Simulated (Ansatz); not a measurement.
C₂H₉FSi₃, SMILES C[Si]1(F)[SiH2]C[SiH2]1.

Geometry: ωB97X-D3(BJ)/def2-SVP. The structure was generated by enumeration, and PubChem lists no compound with its InChIKey, so it may never have been made.

Two levels are set side by side: PBE/def2-SVPD (Ansatz, a program for electronic structure) and CAM-B3LYP/def2-SVPD (Ansatz). Energy differences of separate SCF runs at the same geometry; the states with an electron removed or added have multiplicity 2 and 2. Differences are taken from unrounded values.

| quantity | CAM-B3LYP |
|---|---|
| vertical ionisation energy (eV) | 8.91 |
| vertical singlet–triplet gap (eV) | 4.41 |

Q: What does PBE give, and how far is it from CAM-B3LYP? (Estimate from the structure and the level; the computed values follow.)

A: 
```tsv
quantity	PBE	PBE minus CAM-B3LYP
vertical ionisation energy (eV)	8.60	-0.31
vertical singlet–triplet gap (eV)	3.91	-0.51
```
